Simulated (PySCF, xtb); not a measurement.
C4H12Si2, SMILES C=C(C)[SiH2][SiH2]C.

GFN2-xTB run with xtb at its own geometry gives an orbital gap of 3.91 eV and a dipole moment of 0.46 D.

Geometry optimised at PBE0-D3(BJ)/def2-SVP. The structure was generated by enumeration, and PubChem lists no compound with its InChIKey, so it may never have been made. Other conformers were not sampled.

Task: What does PBE/def2-TZVP (PySCF) give? (Estimate from the structure and the level; the computed values follow.)

Result: gap 4.89 eV (levels -6.14 and -1.25 eV), dipole 0.36 D.
